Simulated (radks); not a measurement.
Problem. Rh27+, configuration [Ar]. Method: Dirac Kohn-Sham, relativistic LDA (MacDonald-Vosko exchange, VWN5 correlation), spin-unpolarised, spherical densities, finite nucleus; Fermi nuclear charge, rms radius 4.4945 fm; computed with a radial shooting solver on a logarithmic mesh with Libxc functionals.

Spin-orbit splittings of the eigenvalues, e(l+1/2) - e(l-1/2), with zeta = 2 splitting/(2l+1) and mean radii in bohr:

| shell | occ. | splitting (eV) | zeta (eV) | <r> j=l-1/2 | <r> j=l+1/2 |
|---|---|---|---|---|---|
| 2p | 6 | ? | ? | 0.1195 | 0.1242 |
| 3p | 6 | 32.96 | 21.98 | 0.3396 | 0.3472 |

Estimate the 2p splitting.

Solution. 145.3 eV (zeta = 96.86 eV).
